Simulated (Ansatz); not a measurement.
Basis-set extrapolation for `C=C[SiH](F)N[SiH2]F` (PBE0-D4/def2-TZVP geometry, frozen core, the Gaussian-basis code of Ansatz). Multiplicity 1, RHF reference.

```tsv
	def2-TZVPP	def2-QZVPP
HF	-911.369830	-911.404629
MP2 correlation	-1.265759	-1.369493
CCSD(T) correlation	-1.359952	not run
```

Energies in hartree. Use E(X) = E(∞) + A·exp(−7.88·√X) for Hartree–Fock and E(X) = E(∞) + B·X^(−2.97) for correlation, with X = 3 and 4, and add CCSD(T) minus MP2 of the smaller set to the MP2 limit.

Question: What is the CCSD(T) energy at the basis-set limit?

Answer: HF limit: -911.404629 + (-0.034799) × 0.13774 = -911.40942. MP2 limit: -1.369493 + (-0.103734) × 0.74074 = -1.44633. Higher-order term: -1.359952 − (-1.265759) = -0.09419. Total: -912.94994 hartree, 5.99 eV below CCSD(T)/def2-TZVPP.
